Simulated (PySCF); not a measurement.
An unknown is described by computed data only.

Formula: C8H10Si.

| Item | Value |
| --- | --- |
| Valence photoelectron | vertical ionisation energy: 8.41 eV [ΔSCF wB97X-D/def2-SVPD] |
| Dipole | 0.83 D [wB97X-D/def2-SVPD] |
| Rotational structure | rotational constants A, B, C: 2.950, 0.770, 0.654 GHz [PBE0-D3(BJ)/def2-SVP] |
| UV, strongest line | among the 10 lowest singlet transitions: S3 at 5.59 eV (222 nm, f = 0.263) [TDDFT wB97X-D/def2-SVPD] |
| NMR, other nuclei | isotropic shieldings of nuclei other than C and H, by class: 357 (1 Si) ppm [GIAO PBE0/pcSseg-1] |
| 13C NMR | chemical shifts (computed TMS as zero) by class: 159.2 (1 C), 148.2 (1 C), 145.8 (1 C), 136.1 (1 C), 89.3 (1 C), 85.9 (1 C), 11.4 (1 C), 6.3 (1 C) ppm [GIAO PBE0/pcSseg-1] |
| Triplet | lowest triplet excitation (Tamm–Dancoff): 2.53 eV [TDA wB97X-D/def2-SVPD] |

The electronic properties come from PySCF, for the isolated species, density fitting. Levels stand in brackets. Isolated species at its PBE0-D3(BJ)/def2-SVP geometry (one conformer only). Each NMR value is the plain mean over a class of atoms that symmetry, rotation or inversion makes alike.

Q: Give a SMILES that accounts for the data.

A: Numbering: `[CH:1]#[C:2][C:3]1=[CH:4][Si@H:5]([CH2:6][CH3:7])[CH:8]=[CH:9]1`. Its formula, C8H10Si, gives 5 degrees of unsaturation: 1 ring and 4 π bonds in the structure found. 8 carbons fall into 8 classes; from least to most shielded: alkene CH carbon [C9] (159.2 ppm), fully substituted alkene carbon [C3] (148.2 ppm), alkene CH carbon [C4] (145.8 ppm), alkene CH carbon [C8] (136.1 ppm), terminal alkyne carbon [C1] (89.3 ppm), alkyne carbon [C2] (85.9 ppm), methyl carbon [C7] (11.4 ppm), chain sp3 carbon bound to silicon [C6] (6.3 ppm). The other shieldings belong to: 357 ppm, SiH silicon [Si5]. The first electron is taken from the HOMO, whose largest Löwdin shares are 0.27 on an alkene CH carbon, 0.16 on the fully substituted alkene carbon, 0.16 on an alkene CH carbon and 0.12 on the terminal alkyne carbon. The optimised geometry has point group C1 and is an asymmetric top. Structure: `C#CC1=C[Si@H](CC)C=C1`. Computed isomers that give other values at the same levels: `C#C[Si]1(C=C)CC=CC1` (13C chemical shifts (computed TMS as zero) by class: 146.0 (1 C), 141.4 (1 C), 140.7 (2 C), 105.6 (1 C), 88.2 (1 C), 21.2 (2 C) ppm); `CC#CC#C/C=C/C[SiH3]` (13C chemical shifts (computed TMS as zero) by class: 154.1 (1 C), 115.9 (1 C), 86.4 (1 C), 85.1 (1 C), 75.5 (1 C), 71.4 (1 C), 18.7 (1 C), 5.8 (1 C) ppm); `c1ccc([C@@H]2C[SiH2]2)cc1` (13C chemical shifts (computed TMS as zero) by class: 149.9 (1 C), 134.0 (2 C), 129.2 (1 C), 128.9 (2 C), 14.4 (1 C), 0.5 (1 C) ppm). The assignments are read from this structure; whether some other isomer fits the data as well wasn't checked. The mirror image fits equally.

Conformer computed: `[CH:1]#[C:2][C:3]1=[CH:4][Si@H:5]([CH2:6][CH3:7])[CH:8]=[CH:9]1`: C4–Si5–C6–C7 67°.
